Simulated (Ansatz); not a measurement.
Molecule: CPt, net charge 0, singlet state. 
Structure (B3LYP-D3(BJ)/def2-TZVP (Ansatz, a quantum-chemistry and plane-wave program) minimum search):
```
Pt
C 1 1.6759
```

Basis-set convergence of Hartree-Fock and CCSD correlation energies (hartree) with Ansatz. Valence correlation only, unless marked. No spin-orbit coupling. The frozen core is the preceding noble-gas configuration, with the filled d and f shells of earlier blocks. Past Kr the def2 sets carry scalar-relativistic core potentials.

The Hartree-Fock reference is unstable (checked in the largest basis), which strains HF and MP2. The T1 diagnostic of CCSD in the largest basis is 0.042, which is high, so the coupled-cluster rows are less sure than usual.

```
basis        functions       E(HF)  E(corr, CCSD)
-----------  ---------  ----------  -------------
def2-SVPD           55  -156.09131       -0.42279
def2-TZVPPD         96  -156.15008       -0.52140
def2-QZVPPD        151  -156.15307       -0.54460
```

Extrapolating the two largest sets (X = 3 and 4) as X^-3: E(corr) = (64·(-0.54460) - 27·(-0.52140))/37 = -0.5615 Eh, an estimate of the basis-set limit. The largest set recovers 97.0 % of it, the smallest 75.3 %.
